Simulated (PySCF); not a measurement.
C₄H₁₅GeNSi, SMILES C[SiH2][NH][Ge]([CH3])([CH3])[CH3] (GFN2-xTB optimised geometry):

```
22

Si    -1.755     0.520     0.231
C     -1.695     2.395    -0.029
N     -0.161    -0.087     0.000
Ge     0.354    -1.855     0.000
C      2.341    -1.855     0.000
C     -0.402    -2.668     1.639
C     -0.369    -2.752    -1.623
H     -2.733    -0.070    -0.705
H     -2.177     0.196     1.602
H     -0.987     2.872     0.641
H     -1.417     2.656    -1.045
H     -2.671     2.827     0.164
H      0.483     0.538    -0.458
H      2.724    -1.315     0.861
H      2.733    -1.386    -0.899
H      2.721    -2.872     0.041
H     -0.070    -2.129     2.521
H     -1.487    -2.637     1.610
H     -0.092    -3.705     1.733
H     -1.451    -2.666    -1.649
H     -0.109    -3.806    -1.624
H      0.029    -2.302    -2.528
```

Computed with PBE0/def2-SVP run with PySCF 2.14.0.

Question: What are the frontier orbital energies and the dipole moment?

Answer: HOMO-2 -8.37 eV, HOMO-1 -8.21 eV, HOMO -6.61 eV, LUMO 1.22 eV, LUMO+1 1.73 eV; dipole moment 1.14 D.

On the same geometry PBE/def2-SVP run with PySCF 2.14.0 gives HOMO-2 -7.04 eV, HOMO-1 -6.91 eV, HOMO -5.22 eV, LUMO 0.38 eV, LUMO+1 0.89 eV; dipole moment 1.15 D.

Meta-Löwdin charges at PBE0/def2-SVP: Si1 0.74, C2 -0.55, N3 -0.76, Ge4 0.86, C5 -0.52, C6 -0.52, C7 -0.53, H8 -0.15, H9 -0.13, H10 0.12, H11 0.11, H12 0.12, H13 0.22, H14 0.11, H15 0.11, H16 0.11, H17 0.12, H18 0.11, H19 0.11, H20 0.11, H21 0.11, H22 0.11.
